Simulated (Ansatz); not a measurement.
Species: sum formula InHCl2, charge 0, multiplicity 1. SMILES: [Cl][InH][Cl]
Geometry: optimised at B3LYP-D3(BJ)/def2-TZVP (Ansatz, a first-principles code).

Wanted: vertical electron affinity (to the doublet state of charge -1; a negative value means that the extra electron is unbound and the number depends on the basis; each state is the SCF solution reached for its spin), in eV. Valence correlation only, unless marked. Open shells are spin-unrestricted. Spin-orbit coupling is left out. Frozen are the shells of the preceding noble gas and the d and f shells that filled before the atom's block. Past Kr the def2 sets carry scalar-relativistic core potentials. Anions need diffuse functions: def2-D sets add few. 

```json
[
 {"level": "HF/def2-TZVPPD", "program": "Ansatz", "vertical electron affinity (eV)": "-0.06"},
 {"level": "PBE0/def2-TZVPD", "program": "Ansatz", "vertical electron affinity (eV)": "0.51"},
 {"level": "wB97X-V/def2-TZVPD", "program": "Ansatz", "vertical electron affinity (eV)": "0.35"},
 {"level": "B2PLYP/def2-TZVPD", "program": "Ansatz", "vertical electron affinity (eV)": "0.37"},
 {"level": "MP2/def2-TZVPPD", "program": "Ansatz", "vertical electron affinity (eV)": "0.25"},
 {"level": "SCS-MP2/def2-SVPD", "program": "Ansatz", "vertical electron affinity (eV)": "0.09"},
 {"level": "CCSD/def2-SVPD", "program": "Ansatz", "vertical electron affinity (eV)": "0.22"},
 {"level": "CCSD/def2-TZVPPD", "program": "Ansatz", "vertical electron affinity (eV)": "0.30"},
 {"level": "CCSD(T)/def2-SVPD", "program": "Ansatz", "vertical electron affinity (eV)": "0.24"}
]
```
